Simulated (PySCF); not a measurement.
# UHF on Br⁻ (bromine, charge -1)

Configuration: [Kr], closed-shell 1S. Computed with PySCF 2.14 in aug-cc-pVDZ-DK, with scalar relativity by spin-free X2C-1e.

* Total energy: -2604.389877 hartree
* One-electron energy: -3634.1358 hartree
* Hartree (Coulomb) energy: 1121.1227 hartree
* Exchange energy: -91.3768 hartree
* ⟨S²⟩: 0.0000
* ⟨L²⟩: 0.000
* Sum of ⟨r⟩: 29.10 bohr
* Sum of ⟨r²⟩: 53.09 bohr²
* Langevin diamagnetic susceptibility: -42.0 ×10⁻⁶ cm³/mol

| shell | electrons | mean orbital energy (hartree) | rms radius, mean of both spins (bohr) |
| --- | --- | --- | --- |
| 1s | 2 | -497.84622 | 0.0492 |
| 2s | 2 | -66.76186 | 0.205 |
| 2p | 6 | -58.66625 | 0.183 |
| 3s | 2 | -9.86098 | 0.588 |
| 3p | 6 | -7.21517 | 0.607 |
| 3d | 10 | -2.81628 | 0.652 |
| 4s | 2 | -0.71363 | 1.89 |
| 4p | 6 | -0.13786 | 2.53 |

Densities and radii are taken from the X2C orbitals without a picture-change correction, which distorts them close to the nucleus.
